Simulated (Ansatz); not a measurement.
```yaml
crystal:
  periodic: [false, false, false]
  atoms:
    - {symbol: F, position_ang: [0.698762, 0.244460, 1.460836]}
    - {symbol: B, position_ang: [0.017351, -0.018845, -0.006312]}
    - {symbol: F, position_ang: [-0.313980, -1.548273, -0.493396]}
    - {symbol: F, position_ang: [-0.332757, 1.247282, -0.986379]}
basis:
  gaussian: {orbitals: "6-31G*"}
magnetization: {spin_polarized: true, initial_magnetization: 2}
hamiltonian: {xc: {name: SVWN5}, pseudopotentials: {relativity: none}}
scf: {lower_state_search: full}
```

```sh
$ ansatz run in.yaml --threads 4 --pin off --events-out ev --progress --plain --max-ram 10444MiB
```

Output, abridged:

```
Functional definition: SVWN5
521 factors; their error is unknown
mean field evaluation 1: about -8760.5851 eV, gradient 1.8e1 eV
mean field evaluation 2: about -8754.0621 eV, gradient 4.7e1 eV
mean field evaluation 4: about -8761.0163 eV, gradient 1.1e1 eV
mean field evaluation 8: about -8761.5702 eV, gradient 7.0e-1 eV
mean field evaluation 16: about -8761.5376 eV, gradient 2.0e-3 eV
mean field -8761.53762091 eV, -321.9805687850 hartree, gradient 9.8e-6 eV, S^2 2.001863; 14 other end points of the search recorded, 0 dependent functions left out
reference -8761.53763453 eV, -321.9805692854 hartree; 17, 15 occupied and 43, 45 virtual orbitals, 521 factors
Total energy: -8761.53763453 eV, -321.9805692854 hartree
```

Hardware: 4 threads of an Intel Xeon 6975P-C on a shared host. Wall time 1.6 s, peak host memory 0.13 GiB.
